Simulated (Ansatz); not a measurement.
The H–H spacing of H6 chain is stretched (multiplicity 1).
Geometry at rest (charge 0, multiplicity 1):
| atom | x (Å) | y (Å) | z (Å) |
|---|---|---|---|
| H | 0.0000 | 0.0000 | 0.0000 |
| H | 0.0000 | 0.0000 | 0.9000 |
| H | 0.0000 | 0.0000 | 1.8000 |
| H | 0.0000 | 0.0000 | 2.7000 |
| H | 0.0000 | 0.0000 | 3.6000 |
| H | 0.0000 | 0.0000 | 4.5000 |

Programs: Ansatz (a first-principles code). Each number belongs to the level named beside it.

Natural occupations of CASSCF(6,6)/cc-pVTZ:

| R (Å) | occupations |
|---|---|
| 0.900 | 1.980 1.966 1.925 0.085 0.030 0.013 |
| 1.800 | 1.756 1.677 1.510 0.503 0.321 0.232 |
| 3.600 | 1.077 1.060 1.035 0.965 0.940 0.923 |

Question: Count the electrons that have left the 3 most occupied orbitals, and the effectively unpaired electrons Σ min(n, 2 − n).

Answer: 
- R = 0.900 Å: 0.13 electrons in the weakly occupied orbitals, 0.26 unpaired
- R = 1.800 Å: 1.06 electrons in the weakly occupied orbitals, 2.11 unpaired
- R = 3.600 Å: 2.83 electrons in the weakly occupied orbitals, 5.66 unpaired
Each bonding pair that breaks into one electron on either fragment adds two; pairs that stay whole add only the little that their own correlation moves into empty orbitals.
